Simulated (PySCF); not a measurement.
**A ladder of Hamiltonians for Ag⁴¹⁺ (silver, charge +41)**

Occupied: 1s1/2, 2s1/2, 2p1/2. Hartree-Fock calculated with PySCF 2.14 in an uncontracted even-tempered set (19 s from 6.5 bohr⁻², ratio 2.3; 14 p from 7.8 bohr⁻², ratio 2.3), Gaussian nucleus throughout. NR is non-relativistic, sf-X2C the spin-free one-electron X2C Hamiltonian, X2C adds the bare one-electron spin-orbit term, X2C-SNSO screens it by Boettger's factors, DC is four-component Dirac-Coulomb, and the Gaunt and Breit terms are added at first order (total energies over the DC spinors, levels after relaxing the spinors in that mean field). QED terms are absent. Levels marked empty are virtual spinors of this ion.

```
   level (eV)       X2C  X2C-SNSO
        1s1/2  -29026.8  -29027.5
        2s1/2   -6706.1   -6706.3
        2p1/2   -6574.3   -6568.1
2p3/2 (empty)   -6166.4   -6169.2
3s1/2 (empty)   -2773.1   -2773.1
```

Problem. Where do the four-component calculations put these levels?

Solution. 1s1/2: DC -29042.9, DC+Gaunt -28994.5, DC+Breit -28996.0; 2s1/2: DC -6708.1, DC+Gaunt -6703.5, DC+Breit -6703.9; 2p1/2: DC -6569.5, DC+Gaunt -6559.8, DC+Breit -6561.0; 2p3/2 (empty): DC -6169.5, DC+Gaunt -6164.6, DC+Breit -6165.7; 3s1/2 (empty): DC -2773.6, DC+Gaunt -2772.3, DC+Breit -2772.4 (eV).

```json
{"Hamiltonian": "X2C", "E (hartree)": "-3265.8659", "E − E(DC) (hartree)": "0.4854", "CPU seconds": "0.29"}
{"Hamiltonian": "X2C-SNSO", "E (hartree)": "-3265.3963", "E − E(DC) (hartree)": "0.9549", "CPU seconds": "0.29"}
{"Hamiltonian": "DC", "E (hartree)": "-3266.3512", "E − E(DC) (hartree)": "0.0000", "CPU seconds": "10"}
{"Hamiltonian": "DC+Gaunt", "E (hartree)": "-3263.9477", "E − E(DC) (hartree)": "2.4035", "CPU seconds": "21"}
{"Hamiltonian": "DC+Breit", "E (hartree)": "-3264.0724", "E − E(DC) (hartree)": "2.2789", "CPU seconds": "60"}
```

Weight of the small component: 1s1/2 0.0298, 2s1/2 0.00685, 2p1/2 0.00682, 2p3/2 0.00649, 3s1/2 0.00277.

Koopmans' value for the highest occupied level at DC+Breit: 6561.0 eV, against an ionisation energy of 6551 ± 7 eV (semi-empirical (NIST evaluation); NIST Atomic Spectra Database, ionization energies); the former lacks relaxation, correlation, QED and recoil.

The whole ladder took 94 s of wall time on 1 thread of Neoverse-V1 (shared host), launched as `OMP_NUM_THREADS=1 python relrun2.py TASK.json OUT` (a driver that calls PySCF for each Hamiltonian).
